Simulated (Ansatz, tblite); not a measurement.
Isomers of Si4N4O2 (singlet), found by a short tight-binding search and relaxed with PBE0-D4/def2-SVP in Ansatz.

The xTB rows come from tblite. B3LYP takes the VWN-RPA correlation. Correlated methods freeze 26 core orbitals.

Run but left out: HF/def2-SVP (B: restricted singlet, unstable towards broken spin symmetry).

A further structure is left out (an occupied level 0.02 to 0.03 eV above an empty one); at PBE0-D4/def2-TZVP its energy lies 3.86 eV above the lowest shown.

A: At CCSD(T)/def2-SVP T1 of the charge 0 singlet is large (up to 0.024), so the single-reference result is doubtful. B: The restricted singlet is unstable towards broken spin symmetry in Hartree–Fock (as tested in another run); at PBE-D4/def2-TZVP, BLYP-D4/def2-TZVP, r2SCAN-D4/def2-TZVP, B3LYP-D4/def2-TZVP and others this wasn't settled. At CCSD(T)/def2-SVP T1 of the charge 0 singlet is large (up to 0.028), so the single-reference result is doubtful. At CCSD(T)/def2-SVP the restricted singlet (for correlated methods, its reference) is unstable: a solution with broken spin symmetry lies lower.

Other spin states weren't relaxed.

A:

```xyz
10

Si    0.4210    0.2281    1.0863
Si    1.0820   -2.0146    1.4314
Si   -1.0823    2.0146   -1.4313
Si   -0.4210   -0.2281   -1.0863
N    -1.1408    0.5377   -2.3395
N     1.1412   -0.5376    2.3394
N    -0.2857    1.2562    0.0012
N     0.2858   -1.2562   -0.0012
O     1.4908   -3.4676    1.6102
O    -1.4910    3.4675   -1.6102
```

B:

```xyz
10

Si    0.8631   -1.1891    4.0735
Si   -0.2901    0.1224   -1.5234
Si   -0.9707    0.5247   -4.6510
Si    0.2913    0.4134    1.4929
N    -1.3110    0.7597   -6.1622
N     0.5647   -0.8540    2.5694
N    -0.6084    0.2615   -3.0451
N     0.0411   -0.2675   -0.0420
O     0.2684    1.9096    1.8089
O     1.1517   -1.6806    5.4790
```

Task: Estimate their order by electronic energy at PBE0-D4/def2-TZVP, counted from the lowest.

Result: A (0.00) < B (4.73), in eV.

Task: Do the other levels pick the same lowest one?

Result: Not GFN2-xTB. Energies above each level's lowest (eV):

| level | A | B |
| --- | --- | --- |
| GFN1-xTB | 0.00 | 1.58 |
| GFN2-xTB | 0.73 | 0.00 |
| PBE-D4/def2-TZVP | 0.00 | 4.23 |
| BLYP-D4/def2-TZVP | 0.00 | 3.41 |
| r2SCAN-D4/def2-TZVP | 0.00 | 4.47 |
| B3LYP-D4/def2-TZVP | 0.00 | 3.92 |
| PBE0-D4/def2-TZVP | 0.00 | 4.73 |
| MP2/def2-SVP | 0.00 | 3.38 |
| CCSD/def2-SVP | 0.00 | 3.54 |
| CCSD(T)/def2-SVP | 0.00 | 3.42 |
Point groups (tolerance 0.1 Å): A C2h, B not assigned. Lower isomers may exist.
